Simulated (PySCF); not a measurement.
Radial density of P⁺ (phosphorus, charge +1)

UHF, [Ne] 3s1 3p2 3d1, one real determinant (an excited configuration). All numbers are calculated (PySCF 2.14, scalar relativity by spin-free X2C-1e, in x2c-QZVPPall with one added diffuse shell each of s, p, d, f type (10s7p5d3f1g, 86 functions)).

```
r (bohr)  4πr²ρ (e/bohr)  4πr²(ρα − ρβ)
 0.00204          0.1232         0.0004
 0.00343          0.3246         0.0012
 0.00577          0.8331         0.0030
 0.00971           2.045         0.0073
  0.0163           4.654         0.0165
  0.0275           9.306         0.0324
  0.0462           14.96         0.0506
  0.0777           16.94         0.0590
   0.131           12.52         0.0930
   0.220           11.69         0.2769
   0.370           16.00         0.3524
   0.622           9.112        -0.0011
    1.05           2.143         0.9429
    1.76           2.040         2.0240
    2.96          0.7595         0.7595
    4.98          0.1291         0.1291
    8.37        0.004507         0.0045
```

Densities and radii are taken from the X2C orbitals without a picture-change correction, which distorts them close to the nucleus.

⟨L²⟩ = 7.51 against 12 for a pure F term, so this real determinant mixes terms. The outer electron is Rydberg-like, and this basis confines it to a smaller radius and binds it less than a complete one would.
